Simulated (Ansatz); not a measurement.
The cluster Cs₃H₃, relaxed as a singlet with RKS PBE-D4/def2-TZVP in Ansatz, starting from the GFN1-xTB geometry. Force threshold 0.02 eV/Å.

In the def2 sets Cs takes a core potential; there is no spin–orbit coupling. The structure comes from a short search, and lower isomers may exist.

Start:

```xyz
6

Cs   -1.150    1.840    1.342
Cs    2.029   -1.131    0.931
Cs   -0.932   -0.682   -2.294
H     1.155    0.950    2.364
H     1.373   -1.854   -1.573
H    -2.475    0.878   -0.770
```

| step | energy (eV) | largest force component (eV/Å) | SCF passes |
| --- | --- | --- | --- |
| 1 | -1692.9364 | 0.683 | 25 |
| 2 | -1693.2293 | 0.296 | 26 |
| 3 | -1693.3448 | 0.126 | 26 |
| 4 | -1693.3741 | 0.067 | 24 |
| 5 | -1693.3829 | 0.056 | 24 |
| 6 | -1693.3870 | 0.009 | 24 |
| 7 | -1693.3874 | 0.002 | 23 |

Force components are those of the run's own axes.

End:

Cartesian coordinates in Å:
```
Cs -1.372 2.036 1.579
Cs 2.494 -1.168 0.973
Cs -1.121 -0.869 -2.551
H 0.956 0.745 2.151
H 1.167 -1.714 -1.341
H -2.124 0.969 -0.810
```

By distances, no bond broke or formed. The bond that changes most is Cs3–H6, from 2.67 to 2.72 Å (atoms count from 1).

The force fell under the threshold at step 6, but the optimiser went on. No frequencies were taken in this run, so the end may be a saddle point.

Hardware: 4 threads of Intel Xeon on a shared host. Wall time 21 s.
